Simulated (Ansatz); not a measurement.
Zr₃O₅⁻. Charge -1, multiplicity 2. Geometry PBE0-D4/def2-SVP, that of the neutral singlet; atoms count from 1.

```xyz
8

Zr   -0.4651    1.7098   -0.1013
Zr   -0.6998   -1.4097    0.8205
Zr    1.1774   -0.5245   -1.4751
O     0.2171    0.9927   -1.9531
O    -0.0013   -1.9097   -1.0954
O     0.4408   -1.9084    2.0640
O     0.7829    2.6391    0.7203
O    -1.4520    0.4107    1.0201
```

In the def2 sets Zr takes a core potential; there is no spin–orbit coupling. The structure comes from a short search, and lower isomers may exist.

Problem. Estimate the Mulliken populations from the PBE0/def2-TZVPD orbitals of Ansatz.

Solution. 
```tsv
atom	charge (e)	spin (α − β)	d electrons
Zr1	1.42	0.18	2.13
Zr2	1.42	0.18	2.13
Zr3	0.68	0.70	1.94
O4	-0.90	-0.02	–
O5	-0.90	-0.02	–
O6	-0.86	-0.01	–
O7	-0.86	-0.01	–
O8	-1.00	-0.01	–
```
Mulliken values depend strongly on the basis. With diffuse functions, as here, like atoms can get unlike values, and bond orders can come out too low or too high.

Problem. Where does the spin sit?

Solution. Summed by element: Zr 1.06, O -0.06, of 1 unpaired in all. Largest on single atoms: Zr3 0.70, Zr2 0.18, Zr1 0.18.

Problem. And the Mayer bond orders between heavy atoms (over 0.3)?

Solution. Zr1–Zr2 0.33 (3.26 Å); Zr1–Zr3 0.77 (3.09 Å); Zr1–O4 0.39 (2.10 Å); Zr1–O7 1.73 (1.76 Å); Zr1–O8 0.72 (1.98 Å); Zr2–Zr3 0.77 (3.09 Å); Zr2–O5 0.39 (2.10 Å); Zr2–O6 1.73 (1.76 Å); Zr2–O8 0.72 (1.98 Å); Zr3–O4 1.05 (1.86 Å); Zr3–O5 1.05 (1.86 Å).
